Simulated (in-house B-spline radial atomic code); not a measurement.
Configurations of neutral copper, with energies counted from [Ar] 3d10 4s1. All numbers are computed (non-relativistic LC-wPBE, spin-polarised, spherical fractional occupations, exact exchange averaged over the configuration; point nucleus) with an all-electron radial atomic-structure program (B-spline basis), not measured. Shells without spins written out take the highest spin.

Occupations are held fixed; configurations that lie above the ionisation limit could autoionise.

```
            configuration  E - E(ref) (eV)  highest orbital  its <r> (bohr)
            [Ar] 3d10 4p1           3.7853            4p up           4.542
            [Ar] 3d10 5s1           5.1217            5s up           8.695
         [Ar] 3d9 4s1 4f1           10.035            4f up           17.24
         [Ar] 3d9 4s1 5d1           10.052            5d up           20.24
         [Ar] 3d9 4s1 5f1           10.378            5f up           30.49
[Ne] 3s2 3p5 3d10 4s1 5d1           77.212            5d up           20.22
```

Problem. Order these further configurations by energy, lowest first.
A. [Ar] 3d9 4s1 4d1
B. [Ar] 3d10 5p1
C. [Ne] 3s2 3p5 3d10 4s2
D. [Ne] 3s2 3p5 3d10 4s1 4p1
E. [Ar] 3d10 4f1

Solution. B (5.9306 eV), E (6.6569 eV), A (9.3275 eV), C (69.433 eV), D (72.753 eV).

Problem. How far above the reference does [Ne] 3s2 3p5 3d10 4s1 5p1 lie?

Solution. 76.255 eV; its least bound orbital is 5p up with <r> = 10.68 bohr.
